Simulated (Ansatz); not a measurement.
Reaction (SMILES): NB(Br)Br + H+ → [NH3+]B(Br)Br
Structures are relaxed separately at B3LYP-D3(BJ)/def2-TZVP in Ansatz (a first-principles code), one conformer each, not searched for the lowest.

Wanted: proton affinity (electronic energy difference), positive where the reaction releases energy, in kcal/mol. Correlated levels leave the core frozen unless marked. Spin-orbit coupling is left out. Frozen are the shells of the preceding noble gas and the d and f shells that filled before the atom's block. No relativistic terms. CBS marks a two-point X^-3 extrapolation of the correlation energy; Hartree-Fock from the larger set (for Q and 5 zeta extrapolated as (X+1)exp(-9√X)).

```
level                                program  proton affinity (kcal/mol)
----------------------------  --------------  --------------------------
SVWN5/def2-TZVPD                      Ansatz                       184.2
PBE/def2-TZVPD                        Ansatz                       190.8
BLYP-D3(BJ)/def2-TZVPD        Ansatz + dftd3                           …
r2SCAN/def2-TZVPD                     Ansatz                       190.6
PBE0-D4/def2-TZVPD            Ansatz + dftd4                       190.9
PBE0/def2-TZVPD                       Ansatz                       190.8
r2SCANh/def2-TZVPD                    Ansatz                       190.3
HSE06-D4/def2-TZVPD           Ansatz + dftd4                       190.9
LC-wPBE/def2-TZVPD                    Ansatz                       190.0
wB97X-V/def2-TZVPD                    Ansatz                       190.0
B2PLYP-D4/def2-TZVPD          Ansatz + dftd4                           …
SCS-MP2/6-31G                         Ansatz                       187.3
SCS-MP2/cc-pVTZ                       Ansatz                       192.4
SCS-MP2/cc-pVQZ                       Ansatz                       190.8
CCSD(T)/CBS(cc-pVQZ,cc-pV5Z)          Ansatz                       189.5
```

Q: Some entries are withheld; supply them.

A: 
- BLYP-D3(BJ)/def2-TZVPD, proton affinity (kcal/mol): 191.3
- B2PLYP-D4/def2-TZVPD, proton affinity (kcal/mol): 189.2
